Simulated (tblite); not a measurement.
Run record: tight-binding relaxation, `C#C[C@H]([Se]CC)B(Cl)Cl`.

Computed with GFN2-xTB geometry optimisation, gas phase (tblite 0.8.0). Start geometry: from a force field or distance geometry. A driver script takes a list of jobs; this job's settings line and coordinates (Å) are shown.

Command:
```bash
OMP_NUM_THREADS=1 python probes_run.py task.json out
```

Input:
```
{"job": {"kind": "relax", "xc": "GFN2-xTB", "basis": "xTB"}, "charge": 0, "multiplicity": 1}
C     -1.993800     1.916300    -0.436800
C     -1.768200     0.875100     0.136700
C     -1.479600    -0.376300     0.866100
Se     0.374800    -0.549700     1.307900
C      1.537000     0.708700     0.455900
C      2.712700    -0.120400    -0.077400
B     -2.005400    -1.572400    -0.069100
Cl    -3.842700    -1.776600    -0.176700
Cl    -1.024400    -3.151000     0.109500
H     -2.209100     2.843300    -0.935800
H     -2.112600    -0.452500     1.793900
H      1.058300     1.257200    -0.378400
H      1.897600     1.436600     1.231700
H      3.377000    -0.369300     0.787800
H      3.215600     0.428100    -0.879700
H      2.255200    -1.088100    -0.409300
```

Output:
```
step      E/eV     max force
  0    -754.06902    3.035
  1    -754.51286    2.348
  2    -754.70380    6.532
  3    -754.87449    4.622
  4    -754.99075    0.675
  5    -755.02274    0.468
  6    -755.09160    0.396
  7    -755.11451    0.385
  8    -755.13713    0.403
  9    -755.16147    0.404
... (155 lines left out)
165    -755.53893    0.057
166    -755.53964    0.052
167    -755.54021    0.062
168    -755.54067    0.050
169    -755.54093    0.034
170    -755.54105    0.023
171    -755.54101    0.043
172    -755.54118    0.029
173    -755.54123    0.021
174    -755.54129    0.009
```

«max force» is the largest atomic force in eV/Å.

Problem. From which step on does the largest force stay under 0.1 eV/Å, and how much energy is left to gain from there?

Solution. From step 155 (0.100 eV/Å), 10.6 meV above the end.

In short: energy lowered by 34.0 kcal/mol over 174 steps; largest atomic force 0.009 eV/Å at the end.

Problem. Give the final coordinates.

Solution. 0.944 Å rms from the input after alignment:
```
atom  x, y, z in Å
C1    -2.1850    1.9678   -0.1364
C2    -1.9013    0.9577    0.4434
C3    -1.5013   -0.2575    1.0902
Se4    0.3560    0.0003    1.9251
C5     1.3549    0.6728    0.3579
C6     2.2280   -0.3823   -0.2916
B7    -1.3153   -1.5319    0.1783
Cl8   -1.0578   -1.3718   -1.5176
Cl9   -1.3110   -3.0993    0.8837
H10   -2.4743    2.8517   -0.6211
H11   -2.1088   -0.4364    1.9826
H12    0.6003    1.0634   -0.3265
H13    1.9579    1.5014    0.7331
H14    2.9558   -0.7698    0.4186
H15    2.7640    0.0547   -1.1326
H16    1.6301   -1.2118   -0.6609
```

On one thread, Arm Neoverse V1 (aarch64), shared host, this took 1.8 s of wall time.
Labels such as C1 count atoms from 1, the log's own numbers from 0.
